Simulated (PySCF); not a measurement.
GeI2 (SMILES [I][Ge][I]), singlet, at a GFN2-xTB geometry (core potentials on I). Base run: DF-PBE0/def2-TZVP run with PySCF.

The PySCF input:
```python
from pyscf import gto, scf, dft

mol = gto.Mole()
mol.atom = '''
    Ge    0.001533   -0.009692    1.226571
    I     1.015670   -1.735556   -0.385293
    I    -1.016596    1.741408   -0.355278
'''
mol.basis = 'def2-tzvp'
mol.ecp = {'I': 'def2-tzvp'}
mol.charge = 0
mol.spin = 0
mol.verbose = 4
mol.build()

mf = dft.RKS(mol)
mf.xc = 'pbe0'
mf = mf.density_fit(auxbasis='def2-universal-jkfit')
mf.kernel()
mf.analyze()
```

Each row names what was changed in the base input (with any setting that the change needs).

```json
[
 {"change": "base", "ΔE vs base (µEh)": "0.0", "SCF cycles": "13", "outcome": "converged"},
 {"change": "diis_space = 4", "ΔE vs base (µEh)": "0.0", "SCF cycles": "15", "outcome": "converged"},
 {"change": "level_shift = 0.1 (with mf.max_cycle = 100)", "ΔE vs base (µEh)": "0.0", "SCF cycles": "14", "outcome": "converged"},
 {"change": "diis = off; damp = 0.3 (with mf.diis_start_cycle = 200; with mf.max_cycle = 150)", "ΔE vs base (µEh)": "-", "SCF cycles": "150", "outcome": "not converged"},
 {"change": "conv_tol_grad = 1e-7", "ΔE vs base (µEh)": "0.0", "SCF cycles": "16", "outcome": "converged"},
 {"change": "conv_tol = 1e-6", "ΔE vs base (µEh)": "0.0", "SCF cycles": "11", "outcome": "converged"},
 {"change": "damp = 0.5; diis_start_cycle = 5", "ΔE vs base (µEh)": "0.0", "SCF cycles": "13", "outcome": "converged"},
 {"change": "init_guess = huckel", "ΔE vs base (µEh)": "0.0", "SCF cycles": "12", "outcome": "converged"},
 {"change": "conv_tol = 1e-7", "ΔE vs base (µEh)": "0.0", "SCF cycles": "11", "outcome": "converged"},
 {"change": "diis_space = 2", "ΔE vs base (µEh)": "0.0", "SCF cycles": "33", "outcome": "converged"},
 {"change": "init_guess = 1e", "ΔE vs base (µEh)": "0.0", "SCF cycles": "18", "outcome": "converged"},
 {"change": "level_shift = 0.5 (with mf.max_cycle = 100)", "ΔE vs base (µEh)": "0.0", "SCF cycles": "26", "outcome": "converged"},
 {"change": "conv_tol_grad = 1e-3", "ΔE vs base (µEh)": "0.0", "SCF cycles": "13", "outcome": "converged"}
]
```
